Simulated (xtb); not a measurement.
GaI$_{3}$, triplet, at a GFN2-xTB geometry (such geometries of metal compounds can be far from the true shape) (a higher spin typed on purpose: for a closed-shell molecule this is an excited state); GFN2-xTB with ALPB(dmso) (xtb).

The xtb input:
```
$ xtb mol.xyz --gfn 2 --uhf 2 --alpb dmso --json

# file mol.xyz
4

Ga     0.31979450    -0.42253998    -0.80169013
I     -2.10231891    -1.34581990     0.09531012
I     -0.05096154     2.28786116    -1.00157590
I      1.96623084    -0.69489523     1.37517888
```

Q: What does xtb print? Leave out banner, timings and long lists.

A: 
```
   ID    Z sym.   atoms
    1   31 Ga     1
    2   53 I      2-4

           -------------------------------------------------
          |                Calculation Setup                |
           -------------------------------------------------

           -------------------------------------------------
          |                 G F N 2 - x T B                 |
           -------------------------------------------------

      * Solvation model:               ALPB
        Solvent                        dmso
        Parameter file                 internal GFN2-xTB/ALPB
        Dielectric constant                4.6680E+01
        Reference state                gsolv [1 M gas/solution]
        Free energy shift                  7.1947E-03 Eh       4.5147E+00 kcal/mol
        Temperature                        2.9815E+02 K
        Density                            1.1000E+00 kg/L
        Solvent mass                       7.8130E+01 g/mol
        Interaction kernel             P16
        Born radius scaling (c1)           1.7927E+00
        Born radii integrator          GBOBC
        Born offset                        0.0000E+00 a0       0.0000E+00 AA
        H-bond correction              true
        Ion screening                  false
        Surface tension                    1.0000E-05 Eh       1.5569E+01 dyn/cm
        Grid points                               230 per atom

          ...................................................
          :                      SETUP                      :
          :.................................................:
          :  # basis functions                  40          :
          :  # atomic orbitals                  36          :
          :  # shells                           12          :
          :  # electrons                        24          :
          :  max. iterations                   250          :
          :  Hamiltonian                  GFN2-xTB          :
          :  restarted?                      false          :
          :  GBSA solvation                   true          :
          :  PC potential                    false          :
          :  electronic temp.          300.0000000     K    :
          :  accuracy                    1.0000000          :
          :  -> integral cutoff          0.2500000E+02      :
          :  -> integral neglect         0.1000000E-07      :
          :  -> SCF convergence          0.1000000E-05 Eh   :
          :  -> wf. convergence          0.1000000E-03 e    :
          :  Broyden damping             0.4000000          :
          :  net charge                          0          :
          :  unpaired electrons                  2          :
          ...................................................

 iter      E             dE          RMSdq      gap      omega  full diag
   1    -12.7555980 -0.127556E+02  0.916E+00    6.37       0.0  T
   2    -12.7596338 -0.403576E-02  0.449E+00    6.44       1.0  T
   3    -12.7606356 -0.100178E-02  0.300E+00    6.40       1.0  T
   4    -12.7615746 -0.939015E-03  0.119E+00    6.38       1.0  T
   5    -12.7616219 -0.472855E-04  0.407E-01    6.38       1.0  T
   6    -12.7616729 -0.510708E-04  0.162E-01    6.39       1.0  T
   7    -12.7616203  0.526744E-04  0.293E-01    6.39       1.0  T
   8    -12.7616627 -0.424059E-04  0.146E-01    6.39       1.0  T
   9    -12.7616747 -0.120661E-04  0.302E-02    6.39       1.7  T
  10    -12.7616745  0.282320E-06  0.324E-02    6.39       1.5  T
  11    -12.7616748 -0.360653E-06  0.196E-02    6.39       2.5  T
  12    -12.7616751 -0.285693E-06  0.649E-03    6.39       7.7  T
  13    -12.7616751 -0.199367E-07  0.241E-03    6.39      20.8  T
  14    -12.7616751 -0.330065E-08  0.404E-04    6.39     123.6  T
  15    -12.7616751  0.213927E-09  0.645E-04    6.39      77.5  T

   *** convergence criteria satisfied after 15 iterations ***

 transition dipole moment (au) for excitation:          12          13
[...]
         :: total energy             -12.757889079403 Eh    ::
[...]
         2        2.0000           -0.7736124             -21.0511
         3        2.0000           -0.7683394             -20.9076
         4        2.0000           -0.5534991             -15.0615
         5        2.0000           -0.4674384             -12.7196
         6        2.0000           -0.4674383             -12.7196
         7        2.0000           -0.4595829             -12.5059
         8        2.0000           -0.4584615             -12.4754
         9        2.0000           -0.4584615             -12.4754
        10        1.7498           -0.4487325             -12.2106
        11        1.7498           -0.4487323             -12.2106
        12        1.5004           -0.4476910             -12.1823
        13        1.0000           -0.3856057             -10.4929 (HOMO)
        14                         -0.1508299              -4.1043 (LUMO)
        15                         -0.1508299              -4.1043
        16                         -0.1288224              -3.5054
        17                         -0.0352733              -0.9598
        18                         -0.0352732              -0.9598
        19                         -0.0285952              -0.7781
        20                         -0.0241503              -0.6572
        21                         -0.0241502              -0.6572
        22                         -0.0169658              -0.4617
        23                         -0.0169657              -0.4617
        24                         -0.0163844              -0.4458
       ...                                ...                  ...
        36                          1.4871013              40.4661
      -------------------------------------------------------------
                  HL-Gap            0.2347757 Eh            6.3886 eV
             Fermi-level           -0.3579537 Eh           -9.7404 eV

     #   Z          covCN         q      C6AA      α(0)
     1  31 Ga       2.459     0.140   215.192    32.897
     2  53 I        0.836    -0.047   375.070    33.433
     3  53 I        0.836    -0.047   375.070    33.433
     4  53 I        0.836    -0.047   375.070    33.433

 Mol. C6AA /au·bohr⁶  :       5253.462297
 Mol. C8AA /au·bohr⁸  :     503190.199494
 Mol. α(0) /au        :        133.195947

Wiberg/Mayer (AO) data.
largest (>0.10) Wiberg bond orders for each atom

 ---------------------------------------------------------------------------
     #   Z sym  total        # sym  WBO       # sym  WBO       # sym  WBO
 ---------------------------------------------------------------------------
     1  31 Ga   2.654 --     2 I    0.885     3 I    0.885     4 I    0.885
     2  53 I    1.097 --     1 Ga   0.885     4 I    0.106     3 I    0.106
     3  53 I    1.097 --     1 Ga   0.885     4 I    0.106     2 I    0.106
     4  53 I    1.097 --     1 Ga   0.885     3 I    0.106     2 I    0.106
 ---------------------------------------------------------------------------

Topologies differ in total number of bonds
Writing topology from bond orders to xtbtopo.mol

molecular dipole:
                 x           y           z       tot (Debye)
 q only:        0.101      -0.133      -0.253
   full:        0.528      -0.698      -1.324       4.033
molecular quadrupole (traceless):
                xx          xy          yy          xz          yz          zz
 q only:       -0.664      -0.437      -0.418      -0.828       1.094       1.082
  q+dip:       -4.182      -2.749      -2.631      -5.216       6.892       6.813
   full:       -4.249      -2.793      -2.673      -5.299       7.002       6.922

           -------------------------------------------------
          | TOTAL ENERGY              -12.757889079403 Eh   |
          | GRADIENT NORM               0.003015726276 Eh/α |
          | HOMO-LUMO GAP               6.388572670024 eV   |
           -------------------------------------------------

normal termination of xtb
```
